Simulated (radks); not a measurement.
Removal energies from the tellurium ion Te8+, [Kr] 4d8, by Delta-SCF beside the eigenvalue of the level emptied. All-electron calculation, scalar-relativistic Kohn-Sham, r2SCAN, spin-polarised, spherical densities, finite nucleus; meta-GGA in the generalised Kohn-Sham scheme; Fermi nuclear charge, rms radius of each element as measured or else 0.836 A^(1/3) + 0.57 fm. Program: a radial shooting solver on a logarithmic mesh with Libxc functionals. Open shells are filled with parallel spins first.

removed from,final configuration,Delta-SCF (eV),-eigenvalue (eV)
4d,[Kr] 4d7,168.87,157.67
4p,[Ar] 3d10 4s2 4p5 4d8,247.39,235.28
4s,[Ar] 3d10 4s1 4p6 4d8,300.03,287.48
3d,[Ar] 3d9 4s2 4p6 4d8,717.34,690.74
